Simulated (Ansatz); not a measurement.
The same ligand exchange along the group O, S, Te.

Gas-phase electronic energies from Ansatz, PBE0-D4/def2-TZVP geometries. CBS: MP2 limit from def2 TZ/QZ plus the TZ coupled-cluster correction, frozen cores. This one scheme is used for every species. Functionals use def2-TZVPP. def2 core potentials past Kr. For I, Sb, Te outer-core shells are correlated without core-valence functions, which leaves a few kJ/mol of doubt a bond.

| reaction | CCSD(T)/CBS(def2) (kJ/mol) |
| --- | --- |
| `[OH][SbH2]` + HI → `[SbH2][I]` + H₂O | -102 |
| `[SH][SbH2]` + HI → `[SbH2][I]` + H₂S | -48 |
| `[SbH2][TeH]` + HI → `[SbH2][I]` + H₂Te | ? |

Problem. Fill in the missing values. (Estimate.)

Solution. The calculation gave: `[SbH2][TeH]` + HI → `[SbH2][I]` + H₂Te: -9.6 kJ/mol.

Largest T1 diagnostic: 0.014, for `[OH][SbH2]`.
